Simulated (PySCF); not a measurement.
Start geometry of `C[SeH]` (methaneselenol) from GFN2-xTB (Å):
```
atom  x, y, z in Å
C1    -0.5303   -0.0339   -0.0423
Se2    1.2595   -0.6846   -0.3370
H3    -0.7773    0.0318    1.0104
H4    -0.6189    0.9742   -0.5065
H5    -1.2253   -0.7208   -0.5382
H6     1.9164    0.4034    0.3689
```

Q: What comes out of this run: PBE0-D3(BJ)/def2-SVP geometry optimisation, gas phase (PySCF 2.14.0)?

A: 
```
atom  x, y, z in Å
C1    -0.537   -0.098    0.005
Se2    1.323   -0.588   -0.307
H3    -0.705    0.158    1.058
H4    -0.840    0.731   -0.646
H5    -1.132   -0.985   -0.247
H6     1.874    0.720    0.080
```

The energy falls by 0.023 eV over 8 energy and gradient evaluations, the largest force component goes from 0.0171 to 3.4e-04 Eh/bohr, and the atoms move by 0.024 Å rms after alignment. The bond that changes most is C1–Se2 (ends: sp3 carbon bound to selenium; selenium bonded to C and H), which lengthens by 0.021 Å. Bonds longer at the end by more than 0.005 Å: 3 of 5; shorter: 1. Among the angles that change most is Se2–C1–H4, from 108.4° to 111.0°. Rotational constants go from 95135, 9572, 9210 to 94187, 9384, 9033 MHz. The orientation of the end geometry is arbitrary; only internal coordinates are fixed.

The run used 66 basis functions and 44 SCF cycles in all.

Not checked by PBE0-D3(BJ)/def2-SVP frequencies.
